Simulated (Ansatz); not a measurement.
C₂H₃IO₂ (`O=COCI`) at its PBE0-D4/def2-TZVP geometry, where that method's forces vanish. Charge 0, multiplicity 1. I: def2 effective core potential.

```xyz
8

O     1.1217   -1.3949   -0.2895
C    -0.0374   -1.2607   -0.5267
O    -0.7425   -0.1247   -0.3644
C    -0.0422    0.9746    0.1414
I    -0.0197    1.0088    2.2917
H    -0.7067   -2.0377   -0.9181
H     0.9993    0.9663   -0.1671
H    -0.5724    1.8682   -0.1673
```

Question: What forces (eV/Å) does ωB97M-V/def2-TZVPP give on these atoms in Ansatz? (Best estimate.)

Answer: Ansatz gave: 
```
O1   0.130  0.013  0.043
C2  -0.139 -0.238 -0.088
O3  -0.224 -0.038 -0.059
C4   0.198  0.307  0.156
I5  -0.007 -0.035 -0.099
H6   0.083  0.063  0.037
H7  -0.111  0.019  0.002
H8   0.071 -0.090  0.008
```
